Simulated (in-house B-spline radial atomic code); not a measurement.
A fraction x of an electron is removed from 4p in Sr³⁺, starting from [Ar] 3d10 4s2 4p5 and keeping the highest spin. Level of theory: scalar-relativistic (X2C) BHandHLYP, spin-polarised, spherical fractional occupations, Fermi nucleus of rms radius 4.224 fm; calculated with a radial B-spline atomic code at the basis-set limit.

Caution: exact exchange at fractional occupations of open shells leaves self-interaction of up to several eV.

```tsv
x	E(x) - E(0) (eV)	4p down level (eV)
0	0.0000	-50.831
0.2	10.3845	-53.018
0.36	19.0083	-54.781
0.48	25.6618	-56.112
0.5	26.7863	-56.334
0.52	27.9152	-56.557
0.64	34.7822	-57.896
0.84	46.5859	-60.144
0.95	53.2702	-61.389
1	56.3539	-61.957
```

The exact functional would give a straight line between the two integer points. Deviations E(x) - E(0) - x[E(1) - E(0)], in eV: -0.886 at x = 0.2, -1.279 at x = 0.36, -1.388 at x = 0.48, -1.391 at x = 0.5, -1.389 at x = 0.52, -1.284 at x = 0.64, -0.751 at x = 0.84, -0.266 at x = 0.95.

The curve lies below the straight line by up to 1.391 eV (at x = 0.5): convex, the delocalisation error, to which spherically averaged exact exchange adds.

(1) How well does Slater's transition state (minus the level at half occupation) give the ionisation energy?

Answers

(1) It gives 56.334 eV against 56.354 eV from the two total energies; NIST lists 56.28 eV, ground level to ground level. The end point has an open shell averaged over its orbitals, so its exact exchange keeps a self-interaction and this is no true integer point.
